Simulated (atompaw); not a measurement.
**Which change was made? (Ti, PAW (atompaw))**

atompaw 4.2.0.5 input, output lines left out:

```
Ti 22
LDA-PW scalarrelativistic loggrid 1500 logderivrange -7 5 301
4 4 3 0 0 0
4 0 1
4 1 0
3 2 2
0 0 0
c
c
v
v
c
v
v
v
2
1.95 1.95 1.55 1.90
n
n
y
2.95
n
bloechl besselshape
3 -0.5 troulliermartins
```

Cutoffs, loose and tight: the cutoffs (Ry, on a coarse ladder) from which the occupation-weighted sum of valence levels, in a spherical-Bessel basis at the reference potential, stays within 10 and 1 mRy of its value at 400 Ry. They see the waves, projectors and local potential, not the compensation charge or the core.

The base gives: outcome: generated; cutoff, loose: 60 Ry; cutoff, tight: 90 Ry; bound ghosts: none.

Question: After one change the result is: outcome: failed: atompaw: terminating projector 1000. Which change was it?
A. augmentation besselshape compensation charge, radius 1.26 bohr; PAW radius 1.95 bohr; waves and projectors: bloechl
B. local potential troulliermartins scheme with l = 3 at -0.5 Ry, radius 1.00 bohr
C. core [Ar], valence charge 4; reference 3d3 4s1 4p0; waves now 4s (bound); 4s channel at 5.05 Ry; 4p (bound); 4p channel at 1.95 Ry; 3d (bound); 3d channel at 2.8 Ry; local potential troulliermartins scheme with l = 3 at -0.5 Ry, radius 2.20 bohr; core correction smooth core density matched at 1.85 bohr; augmentation besselshape compensation charge, radius 2.55 bohr; PAW radius 3.00 bohr; waves and projectors: bloechl

Answer: C. The others give: augmentation besselshape compensation charge, radius 1.26 bohr; PAW radius 1.95 bohr; waves and projectors: bloechl → outcome: generated, no UPF (negative core plus compensation charge); cutoff, loose: 60 Ry; cutoff, tight: 90 Ry; bound ghosts: none | local potential troulliermartins scheme with l = 3 at -0.5 Ry, radius 1.00 bohr → outcome: generated, no UPF (negative core plus compensation charge); cutoff, loose: 180 Ry; cutoff, tight: 230 Ry; bound ghosts: none.
